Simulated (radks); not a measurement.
Question: The mean radii <r> (bohr) of the occupied orbitals of an atom or ion are listed with their occupations. Method: Dirac Kohn-Sham, LB94 model potential, spin-unpolarised, spherical densities, finite nucleus; Fermi nuclear charge, rms radius of each element as measured or else 0.836 A^(1/3) + 0.57 fm; computed with a radial shooting solver on a logarithmic mesh with Libxc functionals.

| orbital | occ. | <r> |
|---|---|---|
| 1s1/2 | 2 | 0.03036 |
| 2s1/2 | 2 | 0.1297 |
| 2p1/2 | 2 | 0.1099 |
| 2p3/2 | 4 | 0.1149 |
| 3s1/2 | 2 | 0.3262 |
| 3p1/2 | 2 | 0.3120 |
| 3p3/2 | 4 | 0.3203 |

Name the element and its charge. Open shells, if any, fill j = l - 1/2 first.

Answer: Z = 48, cadmium, charge +30: Cd30+ in [Ar]. The 1s radius gives Z: for a bare nucleus <r> = (2 gamma + 1)/(2Z) with gamma = sqrt(1 - (Z/c)^2), 0.02993 bohr for Z = 48, and screening makes it slightly larger (0.03036 here). The occupations add up to 18, and the charge is Z minus that.
